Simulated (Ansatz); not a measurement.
Cu2(OH)4 (Cu2O4H4). Total charge 0; triplet. Geometry PBE-D4/def2-SVP.

```xyz
10

Cu    1.2007   -0.4830   -0.5841
O     2.8404   -0.4973   -1.3236
O    -0.6695   -0.3470   -1.1184
Cu   -1.2212    0.4291    0.5835
O    -2.4991    1.5125    1.2385
O     0.3867   -0.4937    1.1885
H     3.1409   -1.4088   -1.5139
H    -0.8052    0.2595   -1.8721
H    -3.2708    1.0046    1.5605
H     0.8970    0.0240    1.8411
```

**Question.** Estimate the α-spin orbital energies around the gap (eV) in Ansatz with PBE-D4/def2-SVP, PBE-D4/def2-TZVPD, r2SCAN-D4/def2-TZVP, B97M-V/def2-TZVP, PBE0-D4/def2-SVP.

**Answer.** 
```json
{"orbital": "HOMO−9", "PBE-D4/def2-SVP": "-7.12", "PBE-D4/def2-TZVPD": "-7.74", "r2SCAN-D4/def2-TZVP": "-8.24", "B97M-V/def2-TZVP": "-8.47", "PBE0-D4/def2-SVP": "-10.14"}
{"orbital": "HOMO−8", "PBE-D4/def2-SVP": "-7.10", "PBE-D4/def2-TZVPD": "-7.73", "r2SCAN-D4/def2-TZVP": "-8.22", "B97M-V/def2-TZVP": "-8.40", "PBE0-D4/def2-SVP": "-10.02"}
{"orbital": "HOMO−7", "PBE-D4/def2-SVP": "-6.85", "PBE-D4/def2-TZVPD": "-7.42", "r2SCAN-D4/def2-TZVP": "-7.90", "B97M-V/def2-TZVP": "-8.20", "PBE0-D4/def2-SVP": "-9.64"}
{"orbital": "HOMO−6", "PBE-D4/def2-SVP": "-6.69", "PBE-D4/def2-TZVPD": "-7.28", "r2SCAN-D4/def2-TZVP": "-7.73", "B97M-V/def2-TZVP": "-7.94", "PBE0-D4/def2-SVP": "-9.48"}
{"orbital": "HOMO−5", "PBE-D4/def2-SVP": "-6.58", "PBE-D4/def2-TZVPD": "-7.21", "r2SCAN-D4/def2-TZVP": "-7.62", "B97M-V/def2-TZVP": "-7.81", "PBE0-D4/def2-SVP": "-9.22"}
{"orbital": "HOMO−4", "PBE-D4/def2-SVP": "-6.57", "PBE-D4/def2-TZVPD": "-7.15", "r2SCAN-D4/def2-TZVP": "-7.56", "B97M-V/def2-TZVP": "-7.73", "PBE0-D4/def2-SVP": "-8.79"}
{"orbital": "HOMO−3", "PBE-D4/def2-SVP": "-6.12", "PBE-D4/def2-TZVPD": "-6.73", "r2SCAN-D4/def2-TZVP": "-7.02", "B97M-V/def2-TZVP": "-7.18", "PBE0-D4/def2-SVP": "-8.30"}
{"orbital": "HOMO−2", "PBE-D4/def2-SVP": "-5.75", "PBE-D4/def2-TZVPD": "-6.33", "r2SCAN-D4/def2-TZVP": "-6.68", "B97M-V/def2-TZVP": "-6.82", "PBE0-D4/def2-SVP": "-7.97"}
{"orbital": "HOMO−1", "PBE-D4/def2-SVP": "-5.65", "PBE-D4/def2-TZVPD": "-6.26", "r2SCAN-D4/def2-TZVP": "-6.67", "B97M-V/def2-TZVP": "-6.75", "PBE0-D4/def2-SVP": "-7.93"}
{"orbital": "HOMO", "PBE-D4/def2-SVP": "-5.63", "PBE-D4/def2-TZVPD": "-6.25", "r2SCAN-D4/def2-TZVP": "-6.65", "B97M-V/def2-TZVP": "-6.73", "PBE0-D4/def2-SVP": "-7.91"}
{"orbital": "LUMO", "PBE-D4/def2-SVP": "-1.34", "PBE-D4/def2-TZVPD": "-1.85", "r2SCAN-D4/def2-TZVP": "-1.34", "B97M-V/def2-TZVP": "-1.68", "PBE0-D4/def2-SVP": "-0.67"}
{"orbital": "LUMO+1", "PBE-D4/def2-SVP": "-0.20", "PBE-D4/def2-TZVPD": "-0.81", "r2SCAN-D4/def2-TZVP": "-0.03", "B97M-V/def2-TZVP": "-0.40", "PBE0-D4/def2-SVP": "0.52"}
{"orbital": "LUMO+2", "PBE-D4/def2-SVP": "0.99", "PBE-D4/def2-TZVPD": "-0.57", "r2SCAN-D4/def2-TZVP": "0.83", "B97M-V/def2-TZVP": "0.37", "PBE0-D4/def2-SVP": "1.95"}
{"orbital": "LUMO+3", "PBE-D4/def2-SVP": "1.33", "PBE-D4/def2-TZVPD": "-0.42", "r2SCAN-D4/def2-TZVP": "1.33", "B97M-V/def2-TZVP": "0.91", "PBE0-D4/def2-SVP": "2.33"}
{"orbital": "LUMO+4", "PBE-D4/def2-SVP": "2.00", "PBE-D4/def2-TZVPD": "0.24", "r2SCAN-D4/def2-TZVP": "1.83", "B97M-V/def2-TZVP": "1.57", "PBE0-D4/def2-SVP": "2.90"}
{"orbital": "LUMO+5", "PBE-D4/def2-SVP": "2.87", "PBE-D4/def2-TZVPD": "0.65", "r2SCAN-D4/def2-TZVP": "2.29", "B97M-V/def2-TZVP": "2.02", "PBE0-D4/def2-SVP": "3.70"}
{"orbital": "β HOMO", "PBE-D4/def2-SVP": "-5.49", "PBE-D4/def2-TZVPD": "-6.08", "r2SCAN-D4/def2-TZVP": "-6.42", "B97M-V/def2-TZVP": "-6.63", "PBE0-D4/def2-SVP": "-7.64"}
{"orbital": "β LUMO", "PBE-D4/def2-SVP": "-4.53", "PBE-D4/def2-TZVPD": "-5.13", "r2SCAN-D4/def2-TZVP": "-4.84", "B97M-V/def2-TZVP": "-4.76", "PBE0-D4/def2-SVP": "-3.34"}
```
